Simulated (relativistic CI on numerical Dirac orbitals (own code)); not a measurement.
# Transition arrays of Ga8+

Calculated at this level of theory: Dirac-Coulomb-Breit CI, KLI orbitals optimised for each configuration, QED by a radiative potential, valence Slater integrals scaled by 0.9, whole transition arrays (own radial code, finite nucleus).

Configurations in the expansion (outside the closed core [Ne] 3s2): 3p6 3d5, 3p6 3d4 4f, 3p5 3d6, 3p6 3d4 4p, 3p6 3d4 5f. Levels of other configurations are missing.

All E1 lines from the levels of 3p6 3d5; mean and standard deviation are weighted by gf, and upper levels are sorted by their leading configuration.

```tsv
Upper configuration	Lines	Σgf	Mean (eV)	Mean (nm)	σ (eV)	Strongest line (nm)
3p6 3d4 4f	5470	494.9	136.87	9.058	3.23	8.990
3p5 3d6	2975	268.5	97.82	12.675	8.12	11.468
3p6 3d4 4p	3515	164.2	91.96	13.482	3.73	13.529
3p6 3d4 5f	5470	312.7	161.76	7.665	3.47	7.598
```

Σgf per state of the lower configuration in bins of 0.2 nm over the central range (centre: value): 7.5: 0.43, 7.7: 0.53, 7.9: 0.19, 8.1: 0.05, 8.5: 0.02, 8.7: 0.10, 8.9: 0.73, 9.1: 0.69, 9.3: 0.26, 9.5: 0.13, 9.7: 0.03, 11.1: 0.01, 11.5: 0.09, 11.7: 0.18, 11.9: 0.07, 12.1: 0.11, 12.3: 0.08, 12.5: 0.08, 12.7: 0.08, 12.9: 0.11, 13.1: 0.07, 13.3: 0.11, 13.5: 0.15, 13.7: 0.17, 13.9: 0.15, 14.1: 0.09, 14.3: 0.05.

Problem. How do configuration mixing and the scaling of the Slater integrals move the arrays?

Solution. Slater scale 0.9, no configuration mixing: 3p6 3d4 4f 136.7 ± 3.2 eV (Σgf 451.8), 3p5 3d6 98.2 ± 7.4 eV (Σgf 445.0), 3p6 3d4 4p 91.5 ± 2.9 eV (Σgf 82.0), 3p6 3d4 5f 161.7 ± 3.4 eV (Σgf 217.3); Slater scale 1: 3p6 3d4 4f 137.1 ± 3.6 eV (Σgf 505.5), 3p5 3d6 98.9 ± 8.8 eV (Σgf 263.8), 3p6 3d4 4p 91.9 ± 4.0 eV (Σgf 159.7), 3p6 3d4 5f 161.9 ± 3.9 eV (Σgf 321.1); Slater scale 0.8: 3p6 3d4 4f 136.6 ± 2.9 eV (Σgf 484.6), 3p5 3d6 97.0 ± 7.3 eV (Σgf 264.7), 3p6 3d4 4p 91.7 ± 3.3 eV (Σgf 176.2), 3p6 3d4 5f 161.6 ± 3.1 eV (Σgf 304.9). With mixing, levels are counted to their leading configuration, so an array can shrink or vanish into another, and the sums then hold other lines.
